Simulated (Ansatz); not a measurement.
C₂H₂AlClO at its PBE0-D4/def2-TZVP geometry, where that method's forces vanish. The species carries charge 0 and has multiplicity 1.

| atom | x (Å) | y (Å) | z (Å) |
| --- | --- | --- | --- |
| Cl1 | 1.2770 | 2.3178 | -1.8752 |
| Al2 | 0.4735 | 0.8406 | -0.6657 |
| C3 | -0.8045 | -0.4945 | -0.3111 |
| C4 | -0.0693 | -0.5885 | 0.8168 |
| O5 | 0.9995 | 0.2690 | 0.9213 |
| H6 | -1.6702 | -1.0877 | -0.5526 |
| H7 | -0.2060 | -1.2569 | 1.6665 |

Task: For each bond, give half the difference of the two atoms' forces along it (eV/Å; positive pushes the atoms apart) under PBE-D4, r2SCAN-D4, B3LYP-D4, ωB97M-V in def2-TZVPP. (Best estimate.)

Result: Ansatz gave: 
```csv
bond,length (Å),PBE-D4,r2SCAN-D4,B3LYP-D4,ωB97M-V
Cl1–Al2,2.071,0.03,0.04,0.02,-0.01
Al2–C3,1.882,0.16,0.02,0.09,0.02
Al2–O5,1.767,0.48,0.12,0.09,0.00
C3–C4,1.350,0.32,0.17,0.05,-0.07
C3–H6,1.077,-0.10,-0.12,-0.10,-0.03
C4–O5,1.374,0.40,0.26,0.35,0.37
C4–H7,1.090,0.00,-0.08,-0.23,-0.21
```

B3LYP here is the variant with VWN-RPA as its local correlation; programs differ in this.
